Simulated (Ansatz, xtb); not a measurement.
Molecule: sum formula FeOH₂, charge 0, multiplicity 5. The spin state was set by rule; other spins were not relaxed. SMILES: [OH][FeH]
Coordinates optimised at B3LYP-D3(BJ)/def2-TZVP (Ansatz, an electronic-structure program):
```xyz
4

Fe     0.2357     0.0762    -0.3416
O     -0.8265    -0.2682     1.0544
H      1.2609     0.4095    -1.5632
H     -0.7772    -0.2460     2.0096
```
Charge 0, spin multiplicity 5.

Harmonic wavenumbers from GFN2-xTB (xtb, at its own minimum), cm⁻¹: 367, 453, 548, 557, 920, 3724.

Question: Give the harmonic wavenumbers at B3LYP-D3(BJ)/def2-TZVP (Ansatz, finite differences of forces, unscaled).

Answer: 253, 255, 374, 702, 1763, 3911 cm⁻¹. Zero-point energy 10.4 kcal/mol.

Question: From these and the geometry, give the ideal-gas thermochemistry at 298.15 K and 1 atm (rigid rotor, harmonic oscillator).

Answer: Point group Cs, rotational symmetry number 1. Rotational constants 1327, 10.45, 10.37 GHz. S(trans) 38.81, S(rot) 18.35, S(vib) 4.78, S(elec, spin only) 3.20, S 65.1 cal/(mol K). H(298) - H(0) 3.26 kcal/mol; G - E(el) -5.8 kcal/mol.
